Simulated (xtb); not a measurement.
Cd(Br)(NH2) (BrCdH2N), SMILES [Br][Cd][NH2]. All values are semi-empirical tight-binding results from xtb (GFN2-xTB unless named), good for trends rather than for accurate numbers. Geometry optimised at GFN2-xTB. One conformer was computed; it need not be the lowest.

Optimised geometry:

Bonded distances (Å): Cd1–Br2 2.434, Cd1–N3 2.029, N3–H4 1.020, N3–H5 1.018. Bond angles (°): Br2–Cd1–N3 128.0, Cd1–N3–H4 111.7, Cd1–N3–H5 114.7, H4–N3–H5 104.5.

For metal compounds this method's bond lengths and energies can be far off.

```yaml
orbital_gap: 3.07 eV
zero_point_energy: 14.7 kcal/mol
G − E(el) at 298.15 K (modified RRHO): -5.2 kcal/mol
```

Computed atomic charges and the Wiberg bond orders between heavy atoms:
charges (e) Cd1 0.37, Br2 -0.22, N3 -0.45, H4 0.16, H5 0.16. Bond orders Cd1–Br2 0.96, Cd1–N3 0.90.
